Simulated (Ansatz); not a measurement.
Isolated molecules relaxed with PBE0-D4/def2-TZVP in Ansatz; ΔE leaves out vibrations. CCSD(T)/CBS adds triple-zeta CCSD(T) − MP2 to the extrapolated MP2 energy (def2 sets, frozen cores). For Ge outer-core shells are correlated without core-valence functions, which leaves a few kJ/mol of doubt a bond. Scalar relativity is left out up to krypton. Each species was taken in one conformer, which may not be the lowest.

Reaction (isomerisation): `C=C[CH2][GeH3]` → `[CH3][GeH]1[CH2][CH2]1`

```csv
species,MP2/def2-QZVPP energy (Eh)
`C=C[CH2][GeH3]`,-2194.75398
`[CH3][GeH]1[CH2][CH2]1`,-2194.75240
```

**Question.** Work out ΔE.

**Answer.** ΔE = (-2194.75240) − (-2194.75398) = 0.00158 Eh = +0.04 eV. CCSD(T)/CBS gives +0.16 eV.

Largest T1 diagnostic among the species: 0.011.

In def2-TZVPP, CCSD(T) changes the Hartree–Fock value by −0.38 eV (the triples alone add −0.03 eV) and MP2 by −0.52 eV.
